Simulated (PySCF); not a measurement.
Cd(I)(SeH) (CdHISe), SMILES [I][Cd][SeH].

Geometry: PBE0-D3(BJ)/def2-SVP. The structure was generated by enumeration; whether it is a known compound was not checked. The def2 effective core potentials stand for the cores of Cd, I; spin–orbit coupling is left out. The values are those of a single conformer.

The numbers are results of TDDFT-ωB97X/def2-SVPD (PySCF 2.14.0), not measurements.

Vertical excitations. The molecule is in vacuum. State labels are in the subgroup Cs.

| state | symmetry | energy (eV) | λ (nm) | f | main pairs |
|---|---|---|---|---|---|
| S1 | A" | 4.33 | 287 | 0.010 | HOMO→LUMO 95 % |
| S2 | A' | 4.92 | 252 | 0.019 | HOMO−1→LUMO 95 % |
| S3 | A" | 4.98 | 249 | 0.036 | HOMO−2→LUMO 94 % |
| S4 | A" | 5.27 | 235 | 0.002 | HOMO→LUMO+1 77 % |
| S5 | A' | 5.67 | 219 | 0.073 | HOMO→LUMO+2 54 %, HOMO−3→LUMO 40 % |
| S6 | A" | 5.87 | 211 | 0.009 | HOMO→LUMO+3 42 %, HOMO→LUMO+1 19 %, HOMO→LUMO+4 18 %, HOMO−2→LUMO+1 7 % |
| S7 | A' | 6.07 | 204 | 0.024 | HOMO−1→LUMO+1 72 %, HOMO→LUMO+2 12 % |
| S8 | A" | 6.10 | 203 | 0.001 | HOMO−2→LUMO+1 86 % |
| S9 | A" | 6.30 | 197 | 0.000 | HOMO−1→LUMO+2 96 % |
| S10 | A' | 6.43 | 193 | 0.097 | HOMO−2→LUMO+2 48 %, HOMO−3→LUMO+1 32 % |
| T1 | A" | 4.03 | 308 | 0 | HOMO→LUMO 94 % |
| T2 | A' | 4.61 | 269 | 0 | HOMO−1→LUMO 93 % |
| T3 | A" | 4.67 | 266 | 0 | HOMO−2→LUMO 92 % |
| T4 | A' | 4.90 | 253 | 0 | HOMO−3→LUMO 93 % |
Triplets are in the Tamm–Dancoff approximation, which puts them higher than full response would, so one can lie above its singlet here.
